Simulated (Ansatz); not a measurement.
Consider the ligand exchange at the Hf–F bond: `[F][Hf]([F])([F])[SH]` + H₂S → `[F][Hf]([F])([SH])[SH]` + H–F.

Calculated with Ansatz (gas phase, PBE0-D4/def2-TZVP geometries, no zero-point term in ΔE). CBS: MP2 limit from def2 TZ/QZ plus the TZ coupled-cluster correction, frozen cores. This one scheme is used for every species. DFT in def2-TZVPP. Elements past krypton have def2 core potentials. For Hf outer-core shells are correlated without core-valence functions, which leaves a few kJ/mol of doubt a bond. One conformer a species, not always the lowest.

| level | ΔE (kJ/mol) |
| --- | --- |
| r2SCAN0 | 85.6 |
| CAM-B3LYP | 103.1 |
| SCS-MP2/def2-TZVPP | 84.7 |
| CCSD(T)/def2-TZVPP | 82.1 |

Question: What does CCSD(T)/CBS give? (An estimate is asked.)

Answer: Ansatz gave: +79.9 kJ/mol. The listed levels differ from it by 5.7, 23.2, 4.8, 2.2 kJ/mol.

Largest T1 diagnostic among the species: 0.016.

From r2SCAN to r2SCAN0 (25 % exact exchange), in def2-TZVPP and without D4, ΔE moves by −4.8 kJ/mol. Leaving LDA and LC-ωPBE aside and taking each functional with its dispersion term where it has one, the values, not all of them listed here, spread over 19.5 kJ/mol, from PBE-QIDH to CAM-B3LYP-D4. LDA lies −6.4 kJ/mol from PBE without D4. The D4 term adds −6.6 kJ/mol with B3LYP and −3.8 kJ/mol with PBE0; it sums over pairs of atoms, weighted by their polarisabilities, and B3LYP, whose exchange is more repulsive, gets the larger term.

B3LYP here is the variant with VWN-RPA as its local correlation; programs differ in this.
